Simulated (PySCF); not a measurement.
PySCF input file for B(H)2(iPr) (C3H9B), SMILES BC(C)C, TDDFT-PBE/def2-SVPD. Geometry: ωB97X-D3(BJ)/def2-SVP. The structure was generated by enumeration, and PubChem lists no compound with its InChIKey, so it may never have been made.

```python
import numpy as np
from pyscf import gto, scf, dft, tdscf

mol = gto.M(
    atom='''
    B    -0.10512708    1.61833461   -0.00000001
    H    -0.20255340    2.22937407   -1.04301103
    H    -0.20255339    2.22937408    1.04301101
    C     0.26672612    0.10111460    0.00000000
    C    -0.08074250   -0.67749832   -1.27499956
    C    -0.08074250   -0.67749831    1.27499957
    H     1.37669104    0.26513290   -0.00000000
    H     0.39889853   -1.67063519   -1.28797791
    H    -1.16938784   -0.84057020   -1.34601146
    H     0.23179154   -0.13492559   -2.18074098
    H     0.23179154   -0.13492556    2.18074097
    H     0.39889852   -1.67063518    1.28797794
    H    -1.16938784   -0.84057019    1.34601147
    ''',
    basis='def2-SVPD',
    charge=0,
    spin=0,
    symmetry=True,
    max_memory=1600,
    verbose=4,
)
mf = dft.RKS(mol, xc='pbe').density_fit(auxbasis='def2-universal-jkfit')
mf.grids.level = 3
mf.conv_tol = 1e-9
mf.max_cycle = 100
mf.kernel()
mf.grids = dft.Grids(mol).set(level=1).build(with_non0tab=True)  # coarser grid for the response kernel
td = tdscf.TDDFT(mf)
td.singlet = True
td.nstates = 10
td.conv_tol = 1e-4
td.positive_eig_threshold = 1e-6
td.kernel(x0=td.get_init_guess(mf, 15))
td.analyze()
tt = tdscf.TDA(mf)
tt.singlet = False
tt.nstates = 4
tt.conv_tol = 1e-4
tt.positive_eig_threshold = 1e-6
tt.kernel(x0=tt.get_init_guess(mf, 9))
tt.analyze(verbose=3)
```

It prints:

```
PySCF version 2.14.0

[INPUT] verbose = 4
[INPUT] num. atoms = 13
[INPUT] num. electrons = 32
[INPUT] charge = 0
[INPUT] spin (= nelec alpha-beta = 2S) = 0
[INPUT] symmetry True subgroup None
[INPUT] Mole.unit = angstrom
[INPUT] Symbol           X                Y                Z      unit          X                Y                Z       unit  Magmom
[INPUT]  1 B     -0.105127080000   1.618334610000  -0.000000010000 AA   -0.198661389475   3.058209190805  -0.000000018897 Bohr   0.0
[INPUT]  2 H     -0.202553400000   2.229374070000  -1.043011030000 AA   -0.382770451599   4.212906421507  -1.971005191601 Bohr   0.0
[INPUT]  3 H     -0.202553390000   2.229374080000   1.043011010000 AA   -0.382770432702   4.212906440404   1.971005153806 Bohr   0.0
[INPUT]  4 C      0.266726120000   0.101114600000   0.000000000000 AA    0.504039317068   0.191078901195   0.000000000000 Bohr   0.0
[INPUT]  5 C     -0.080742500000  -0.677498320000  -1.274999560000 AA   -0.152581211613  -1.280286274653  -2.409399977341 Bohr   0.0
[INPUT]  6 C     -0.080742500000  -0.677498310000   1.274999570000 AA   -0.152581211613  -1.280286255756   2.409399996238 Bohr   0.0
[INPUT]  7 H      1.376691040000   0.265132900000   0.000000000000 AA    2.601569023743   0.501028567612   0.000000000000 Bohr   0.0
[INPUT]  8 H      0.398898530000  -1.670635190000  -1.287977910000 AA    0.753808973192  -3.157042963161  -2.433925504390 Bohr   0.0
[INPUT]  9 H     -1.169387840000  -0.840570200000  -1.346011460000 AA   -2.209822750997  -1.588447466471  -2.543593019926 Bohr   0.0
[INPUT] 10 H      0.231791540000  -0.134925590000  -2.180740980000 AA    0.438022528591  -0.254972412295  -4.121003200816 Bohr   0.0
[INPUT] 11 H      0.231791540000  -0.134925560000   2.180740970000 AA    0.438022528591  -0.254972355604   4.121003181918 Bohr   0.0
[INPUT] 12 H      0.398898520000  -1.670635180000   1.287977940000 AA    0.753808954294  -3.157042944263   2.433925561081 Bohr   0.0
[INPUT] 13 H     -1.169387840000  -0.840570190000   1.346011470000 AA   -2.209822750997  -1.588447447574   2.543593038823 Bohr   0.0

nuclear repulsion = 116.73212821138
point group symmetry = Cs
symmetry origin: [1.18107885e-09 5.90539312e-10 1.18107890e-09]
symmetry axis x: [1.00000000e+00 1.06361945e-09 9.75287840e-13]
symmetry axis y: [ 1.06361945e-09 -1.00000000e+00 -1.83749689e-08]
symmetry axis z: [-9.75268296e-13 -1.83749689e-08  1.00000000e+00]
num. orbitals of irrep A' = 86
num. orbitals of irrep A" = 66
number of shells = 68
number of NR pGTOs = 210
number of NR cGTOs = 152
basis = def2-SVPD
ecp = {}


[settings echo left out]
init E= -144.059664341224
HOMO (A') = -0.34601516666774  LUMO (A') = -0.140015355826084  gap/eV = 5.60554
cycle= 1 E= -144.163064447844  delta_E= -0.103  |g|= 0.482  |ddm|= 4.57
HOMO (A') = -0.175532407627592  LUMO (A') = -0.0414733004514658  gap/eV = 3.64793
cycle= 2 E= -144.059458010987  delta_E= 0.104  |g|= 0.78  |ddm|= 1.56
HOMO (A') = -0.257252042177492  LUMO (A') = -0.0794529409900724  gap/eV = 4.83816
cycle= 3 E= -144.232998583672  delta_E= -0.174  |g|= 0.0636  |ddm|= 0.955
HOMO (A') = -0.258449473334072  LUMO (A') = -0.0861900290663296  gap/eV = 4.68742
cycle= 4 E= -144.23404446888  delta_E= -0.00105  |g|= 0.0249  |ddm|= 0.15
HOMO (A') = -0.258917151932898  LUMO (A') = -0.0845686962269121  gap/eV = 4.74426
cycle= 5 E= -144.234202756431  delta_E= -0.000158  |g|= 0.00632  |ddm|= 0.0385
HOMO (A') = -0.258489316045084  LUMO (A') = -0.0842613692894605  gap/eV = 4.74098
cycle= 6 E= -144.234211772236  delta_E= -9.02e-06  |g|= 0.00183  |ddm|= 0.0107
HOMO (A') = -0.25867514093542  LUMO (A') = -0.0844846246897419  gap/eV = 4.73997
cycle= 7 E= -144.234212804311  delta_E= -1.03e-06  |g|= 0.000252  |ddm|= 0.00388
HOMO (A') = -0.258651994018302  LUMO (A') = -0.0844490954660446  gap/eV = 4.74030
cycle= 8 E= -144.234212819924  delta_E= -1.56e-08  |g|= 9.83e-05  |ddm|= 0.000595
HOMO (A') = -0.258655752505605  LUMO (A') = -0.0844567603887718  gap/eV = 4.74020
cycle= 9 E= -144.234212823238  delta_E= -3.31e-09  |g|= 1.34e-05  |ddm|= 0.000233
HOMO (A') = -0.258657513408431  LUMO (A') = -0.084458694153327  gap/eV = 4.74019
cycle= 10 E= -144.234212823299  delta_E= -6.12e-11  |g|= 1.62e-06  |ddm|= 4.14e-05
HOMO (A') = -0.258657316673427  LUMO (A') = -0.0844580970356246  gap/eV = 4.74020
Extra cycle  E= -144.234212823299  delta_E= -1.14e-13  |g|= 1.17e-06  |ddm|= 7.51e-06
converged SCF energy = -144.234212823299
tot grids = 42968
Overwritten attributes  positive_eig_threshold  of <class 'pyscf.tdscf.rks.CasidaTDDFT'>


******** <class 'pyscf.tdscf.rks.CasidaTDDFT'> for <class 'pyscf.df.df_jk.DFSymAdaptedRKS'> ********
nstates = 10 singlet
deg_eia_thresh = 1.000e-03
wfnsym = None
conv_tol = 0.0001
eigh lindep = 1e-12
eigh level_shift = 0
eigh max_cycle = 100


Excitation energies (eV)
[4.91816748 5.411138   6.08894222 6.25608894 6.93378913 7.12923641
 7.6415857  7.80805829 7.88553714 8.07009086]

** Singlet excitation energies and oscillator strengths **
Excited State   1:   A'      4.91817 eV    252.09 nm  f=0.0025
      16 -> 17       -0.70365
Excited State   2:   A"      5.41114 eV    229.13 nm  f=0.0018
      15 -> 17       -0.70566
Excited State   3:   A"      6.08894 eV    203.62 nm  f=0.0005
      13 -> 17        0.70577
Excited State   4:   A'      6.25609 eV    198.18 nm  f=0.0361
      14 -> 17       -0.70062
Excited State   5:   A"      6.93379 eV    178.81 nm  f=0.0007
      12 -> 17       -0.70677
Excited State   6:   A'      7.12924 eV    173.91 nm  f=0.0290
      16 -> 18        0.70572
Excited State   7:   A"      7.64159 eV    162.25 nm  f=0.0417
      15 -> 18       -0.70240
Excited State   8:   A"      7.80806 eV    158.79 nm  f=0.0061
      10 -> 17       -0.70242
Excited State   9:   A'      7.88554 eV    157.23 nm  f=0.0054
       8 -> 17        0.10343
      11 -> 17        0.69493
Excited State  10:   A"      8.07009 eV    153.63 nm  f=0.0007
      16 -> 19        0.70635

** Transition electric dipole moments (AU) **
state          X           Y           Z        Dip. S.      Osc.
  1         0.0625      0.1287      0.0000      0.0205      0.0025
  2         0.0000     -0.0000      0.1175      0.0138      0.0018
  3         0.0000     -0.0000     -0.0564      0.0032      0.0005
  4         0.0350     -0.4843     -0.0000      0.2357      0.0361
  5         0.0000     -0.0000      0.0619      0.0038      0.0007
  6         0.0020      0.4073     -0.0000      0.1659      0.0290
  7         0.0000      0.0000      0.4719      0.2227      0.0417
  8         0.0000     -0.0000     -0.1792      0.0321      0.0061
  9        -0.1165     -0.1195      0.0000      0.0278      0.0054
 10        -0.0000      0.0000      0.0610      0.0037      0.0007

** Transition velocity dipole moments (imaginary part, AU) **
state          X           Y           Z        Dip. S.      Osc.
  1         0.0106      0.0217     -0.0000      0.0006      0.0022
  2         0.0000      0.0000      0.0242      0.0006      0.0020
  3         0.0000      0.0000     -0.0145      0.0002      0.0006
  4         0.0066     -0.1116     -0.0000      0.0125      0.0363
  5        -0.0000      0.0000      0.0149      0.0002      0.0006
  6        -0.0016      0.1112      0.0000      0.0124      0.0315
  7         0.0000     -0.0000      0.1364      0.0186      0.0442
  8         0.0000      0.0000     -0.0521      0.0027      0.0063
  9        -0.0372     -0.0359      0.0000      0.0027      0.0062
 10         0.0000     -0.0000      0.0167      0.0003      0.0006

** Transition magnetic dipole moments (imaginary part, AU) **
state          X           Y           Z
  1         0.0000      0.0000      0.6675
  2        -0.2078      1.1049      0.0000
  3         0.0540      0.2493      0.0000
  4        -0.0000      0.0000      0.8508
  5         0.2076      0.4168     -0.0000
  6         0.0000      0.0000      0.5531
  7        -0.6915     -0.4068      0.0000
  8        -0.1323      0.4655     -0.0000
  9        -0.0000     -0.0000     -1.1417
 10         0.1644      0.3343      0.0000
Overwritten attributes  positive_eig_threshold  of <class 'pyscf.tdscf.rks.TDA'>


******** <class 'pyscf.tdscf.rks.TDA'> for <class 'pyscf.df.df_jk.DFSymAdaptedRKS'> ********
nstates = 4 triplet
deg_eia_thresh = 1.000e-03
wfnsym = None
conv_tol = 0.0001
eigh lindep = 1e-12
eigh level_shift = 0
eigh max_cycle = 100


Excitation energies (eV)
[4.36705567 4.81361119 5.84022399 5.96784732]

** Triplet excitation energies and oscillator strengths **
Excited State   1:   A'      4.36706 eV    283.91 nm  f=0.0000
Excited State   2:   A"      4.81361 eV    257.57 nm  f=0.0000
Excited State   3:   A'      5.84022 eV    212.29 nm  f=0.0000
Excited State   4:   A"      5.96785 eV    207.75 nm  f=0.0000
```

The run converged.

Cost: very roughly 70 core-seconds.
